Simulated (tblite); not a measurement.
Compound: C₃H₁₄N₂SSi₂.
Geometry (GFN2-xTB, Å), atoms numbered from 1 in this order:
```
atom  x, y, z in Å
C1     3.2135   -0.7683    0.4536
S2     1.6239   -1.4923   -0.0519
Si3    0.2868    0.1393    0.4373
C4    -1.3793   -0.3772   -0.3167
C5    -1.8275   -1.7705    0.1072
N6    -3.1456   -2.0573   -0.4394
Si7    1.0850    2.1623   -0.3445
N8    -0.2874    3.2005   -0.3067
H9     3.1681   -0.4834    1.5000
H10    3.4356    0.0953   -0.1659
H11    3.9674   -1.5352    0.3101
H12    0.1630    0.0663    1.9077
H13   -1.3135   -0.3475   -1.4066
H14   -2.1494    0.3396   -0.0327
H15   -1.0583   -2.4990   -0.1998
H16   -1.9109   -1.8156    1.1970
H17   -3.1064   -2.0566   -1.4542
H18   -3.4568   -2.9767   -0.1446
H19    2.2332    2.6406    0.4568
H20    1.5343    2.2099   -1.7399
H21   -0.8830    3.2105    0.5048
H22   -0.2030    4.1344   -0.6734
```

All values are computed: GFN2-xTB (tblite) harmonic vibrations without scaling, gas phase. This tight-binding method is rough: wavenumbers can miss measured ones by several per cent, in bad cases by 10 to 20. Modes of hydrogen on silicon can be 10 to 20 % off. One conformer, not necessarily the lowest.

Harmonic wavenumbers (cm⁻¹): 29.8, 38.6, 49.6, 66.2, 82.4, 99.8, 130.2, 153.0, 172.6, 197.8, 217.0, 230.0, 272.8, 341.0, 427.2, 438.7, 521.8, 527.5, 584.9, 623.2, 643.3, 699.4, 727.1, 739.8, 772.5, 820.8, 835.3, 894.7, 900.9, 947.0, 956.5, 964.1, 1004.2, 1096.7, 1130.8, 1210.9, 1263.7, 1292.4, 1322.5, 1370.9, 1456.3, 1461.0, 1477.2, 1494.9, 1532.5, 1565.0, 2096.7, 2117.7, 2219.9, 2829.1, 2953.7, 2963.2, 2994.6, 3026.4, 3032.0, 3057.0, 3378.3, 3411.4, 3477.6, 3509.7.

A = 1140, B = 782.9, C = 487.3 MHz; mass 166.042 u (most abundant isotopes); point group C1, symmetry number 1.

Problem. What is the zero-point energy?

Solution. ½Σν̃ = 37426 cm⁻¹ = 447.71 kJ/mol.

Problem. Entropy at 350 K, 1 bar (ideal gas, RRHO, classical rotation)?

Solution. Translation 175.95, rotation 131.62, vibration 244.25: S = 551.8 J/(mol K).

Problem. And Cp and H(350 K) − H(0)?

Solution. Cp = 237.55 J/(mol K), of which vibrations give 204.29 (their classical limit is 60 R = 498.9); H(350 K) − H(0) = 52.13 kJ/mol without the zero-point energy, 40.49 from vibrations.

Problem. What must be added to the electronic energy to get the Gibbs energy at 350 K and 1 bar?

Solution. ZPE + [H(350 K) − H(0)] − T·S = 447.71 + 52.13 − 193.14 = 306.70 kJ/mol.

Problem. Blend soft modes into free rotors: weight 1/[1 + (100 cm⁻¹/ν̃)⁴] for the oscillator and the rest for a rotor with moment μB/(μ + B), μ = h/(8π²ν), B = 10⁻⁴⁴ kg m². What vibrational entropy results?

Solution. 214.39 J/(mol K) in place of 244.25, which changes −T·S at 350 K by +10.45 kJ/mol.

Problem. Which modes carry the vibrational entropy at 350 K?

Solution. 29.8 cm⁻¹: 25.78; 38.6 cm⁻¹: 23.63; 49.6 cm⁻¹: 21.55; 66.2 cm⁻¹: 19.16; 82.4 cm⁻¹: 17.35; 99.8 cm⁻¹: 15.78 J/(mol K); the other 54 give 121.00 together.

Hindered rotation and anharmonicity are outside this model. Other conformers, if any are populated, would add a mixing term that is left out. The structure is chiral; the term R ln 2 for an equal mix with its mirror image is left out.

Hardware: one thread, Intel Xeon at 2.50 GHz (x86_64), no GPU, on a shared host. Cost: 4.2 s of wall time. The figure is for the frequency step alone.
